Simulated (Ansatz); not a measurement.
Job for Ansatz (an electronic-structure program): U-CCSD(T)/cc-pVDZ on OH (SMILES [OH]), 2S+1 = 2, a point of a bond scan (R = 1.563 Å).

Ansatz 0.2 input:
```yaml
crystal:
  periodic: [false, false, false]
  atoms:
    - {symbol: O, position_ang: [-0.00000000, -0.00000000, -0.10852476]}
    - {symbol: H, position_ang: [0.00000000, 0.00000000, 1.45423175]}
basis:
  gaussian:
    orbitals: cc-pVDZ
magnetization: {spin_polarized: true, initial_magnetization: 1}
correlation: {method: ccsd_t, electrons: all}
scf: {omitted_lower_state_checks: [cluster_reference]}
```

It printed:

```
Functional definition: HF
[...]
these checks for a lower state are left out or cut short: cluster_reference
integrals: 0.00 GiB planned
172 factors; integrals over basis functions are off by at most 1.8e-3 eV
mean field: 0.04 GiB planned
mean field evaluation 1: about -2047.0128 eV, gradient 1.3e1 eV
mean field evaluation 2: about -2047.0130 eV, gradient 1.3e1 eV
mean field evaluation 4: about -2048.2003 eV, gradient 2.4e0 eV
mean field evaluation 8: about -2048.0514 eV, gradient 3.4e-1 eV
mean field evaluation 16: about -2049.0708 eV, gradient 5.8e-3 eV
mean field evaluation 32: about -2046.7431 eV, gradient 9.1e-3 eV
mean field evaluation 64: about -2046.8789 eV, gradient 1.2e0 eV
mean field evaluation 96: about -2047.7108 eV, gradient 1.2e0 eV
mean field -2049.07078947 eV, -75.3019626029 hartree, gradient 7.6e-6 eV, S^2 1.380375; 13 other end points of the search recorded, 0 dependent functions left out
reference -2049.07078947 eV, -75.3019626029 hartree; 5, 4 occupied and 14, 15 virtual orbitals, 172 factors
second order -3.33188929 eV of doubles, -0.00000000 eV of singles
coupled cluster: 0.05 GiB planned
cycle   1  -3.68147424 eV  change   -3.5e-1 eV  update   6.0e-2
cycle   2  -3.94088751 eV  change   -2.6e-1 eV  update   4.3e-2
cycle   3  -4.16781470 eV  change   -2.3e-1 eV  update   3.3e-2
cycle   4  -4.30681881 eV  change   -1.4e-1 eV  update   1.9e-2
cycle   5  -4.34308207 eV  change   -3.6e-2 eV  update   8.5e-3
cycle   6  -4.37339882 eV  change   -3.0e-2 eV  update   5.0e-3
cycle   7  -4.36943398 eV  change    4.0e-3 eV  update   3.4e-3
cycle   8  -4.37691845 eV  change   -7.5e-3 eV  update   2.0e-3
cycle   9  -4.37926407 eV  change   -2.3e-3 eV  update   7.5e-4
cycle  10  -4.37901957 eV  change    2.4e-4 eV  update   2.0e-4
cycle  11  -4.37951371 eV  change   -4.9e-4 eV  update   8.1e-5
cycle  12  -4.37935018 eV  change    1.6e-4 eV  update   2.2e-5
cycle  13  -4.37936150 eV  change   -1.1e-5 eV  update   5.1e-6
cycle  14  -4.37936213 eV  change   -6.3e-7 eV  update   1.7e-6
coupled cluster: 0.05 GiB planned
perturbative correction -0.12246320 eV, -0.0045004398 hartree
Total energy: -2053.57261480 eV, -75.4674016325 hartree
Checks for a lower state left out: cluster_reference
```

The run converged. Its determinant has ⟨S²⟩ = 1.38, a mixture of spin states.

Cost: about 1.0 core-seconds (a rough figure).
